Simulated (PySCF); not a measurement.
C5H9N, SMILES C#C[C@@H](C)CN. Atoms are numbered in the order given.

```xyz
15

C     -0.8488    -2.1521     0.6239
C     -0.7502    -1.0402     0.1516
C     -0.5925     0.3046    -0.4058
C     -0.9385     1.3817     0.6240
C      0.8257     0.4813    -0.9731
N      1.8178     0.3854     0.0736
H     -0.9538    -3.1367     1.0399
H     -1.2926     0.3861    -1.2568
H     -0.2050     1.3655     1.4413
H     -0.9048     2.3763     0.1537
H     -1.9440     1.2263     1.0397
H      0.9544    -0.2461    -1.8021
H      0.8822     1.4867    -1.4237
H      2.7504     0.5477    -0.2971
H      1.8144    -0.5554     0.4660
```
Charge 0, spin multiplicity 1.

Coordinates come from a PBE0-D3(BJ)/def2-SVP optimisation. The structure was generated by enumeration; whether it is a known compound was not checked. Other conformers were not sampled.

These are PBE0/pcSseg-1 in PySCF values and carry that method's errors.

GIAO shieldings, no solvent; atoms listed in one row are averaged. δ = σ(ref) − σ: ¹³C against TMS (σ = 186.3 ppm); ¹⁵N against NH3 (σ = 267.4 ppm); ¹H against TMS (σ = 31.56 ppm), references at their B3LYP-D3(BJ)/def2-TZVP geometries, non-relativistic.

| nucleus | atoms | count | δ (ppm) |
|---|---|---|---|
| ¹³C | C2 | 1 | 93.3 |
| ¹³C | C1 | 1 | 76.8 |
| ¹³C | C5 | 1 | 51.1 |
| ¹³C | C3 | 1 | 31.4 |
| ¹³C | C4 | 1 | 21.1 |
| ¹⁵N | N6 | 1 | 29.3 |
| ¹H | H12 | 1 | 3.42 |
| ¹H | H8 | 1 | 2.72 |
| ¹H | H13 | 1 | 2.64 |
| ¹H | H7 | 1 | 2.18 |
| ¹H | H9, H10, H11 | 3 | 1.67 |
| ¹H | H15 | 1 | 0.87 |
| ¹H | H14 | 1 | 0.54 |
